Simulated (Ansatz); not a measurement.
Saddle point of SiNH₅Cl₂O, singlet (SiNH₃Cl₂ ([NH2][SiH]([Cl])[Cl]) + H₂O → SiH₂Cl₂O ([OH][SiH]([Cl])[Cl]) + NH₃ (still joined by a long Si–N bond); bonds formed: Si1–O7, N2–H6; bonds broken: H6–O7; bonds weakened to dative contacts: Si1–N2), PBE0-D4/def2-TZVP structure:

| atom | x (Å) | y (Å) | z (Å) |
| --- | --- | --- | --- |
| Si1 | -0.6092 | -0.4048 | -0.1946 |
| N2 | 1.1813 | 0.0205 | -0.1263 |
| Cl3 | -0.3858 | -1.9302 | -1.6815 |
| Cl4 | -1.2218 | -1.5864 | 1.3647 |
| H5 | -1.5723 | 0.3771 | -0.9924 |
| H6 | 0.6709 | 0.9757 | 0.5601 |
| O7 | -0.4484 | 1.1365 | 0.9931 |
| H8 | 1.7331 | -0.6743 | 0.3655 |
| H9 | 1.6013 | 0.1683 | -1.0362 |
| H10 | -0.9492 | 1.9174 | 0.7474 |

Energies are electronic, without zero-point energy. Barriers and step energies count from the start structure reached by relaxing down the imaginary mode; all methods use the PBE0-D4 structures, on which another method's saddle can fall below an end. Ansatz 0.2.0; basis: def2-TZVPP, with def2-QZVPP for the basis limit; cores frozen in the correlated methods. B3LYP uses VWN-RPA correlation. Extrapolation: Hartree–Fock as exp(−7.88 √X), correlation as X^−2.97.

| method | barrier (kcal/mol) | step energy (kcal/mol) |
| --- | --- | --- |
| SPW92 | 8.58 | -16.41 |
| PBE-D4 | 17.48 | -11.00 |
| BLYP-D4 | 21.77 | -8.90 |
| r2SCAN-D4 | 19.16 | -12.59 |
| B97M-V | 23.13 | -12.56 |
| PBE0-D4 | 19.92 | -11.44 |
| B3LYP-D4 | 23.26 | -9.45 |
| r2SCAN0-D4 | 20.87 | -12.54 |
| BHLYP-D4 | ? | -10.07 |
| CAM-B3LYP-D4 | 22.56 | -10.39 |
| wB97X-V | 21.99 | -11.35 |
| wB97M-V | 21.37 | -11.76 |
| B2PLYP | ? | -9.73 |
| PBE-QIDH | 21.40 | -12.12 |
| RPA on PBE | 23.48 | -10.50 |
| HF | ? | -5.88 |
| MP2 | 21.83 | -11.72 |
| CCSD | 25.64 | -10.41 |
| CCSD(T) | 23.53 | -11.07 |

Problem. Fill in the withheld barriers. (To be estimated.)

Solution. By the calculation: HF 36.82; BHLYP-D4 26.15; B2PLYP 23.76 kcal/mol. Each is the energy of the saddle less that of the start structure, by the same method.

For comparison, the barrier by CCSD(T) at an estimated basis limit (MP2 extrapolated from triple and quadruple zeta, plus CCSD(T) − MP2 in triple zeta) is 23.40 kcal/mol.

No T1 diagnostic of these runs exceeds 0.010.

The step is the kind of ligand exchange by which a precursor binds to a hydroxyl group, or is hydrolysed, in atomic layer deposition of oxides.

Labels in which every atom is bracketed show which atoms are joined, not bond orders.

For scale, one of the runs: CCSD(T)/def2-TZVPP, 258 basis functions, launched by `ansatz run in.yaml --threads 8 --pin off --events-out ev --progress --plain --max-ram 19148MiB`. Hardware: 8 CPU threads of a Oxide Virtual Turin-like, shared host. Wall time 85 s; peak host memory 5.7 GiB.
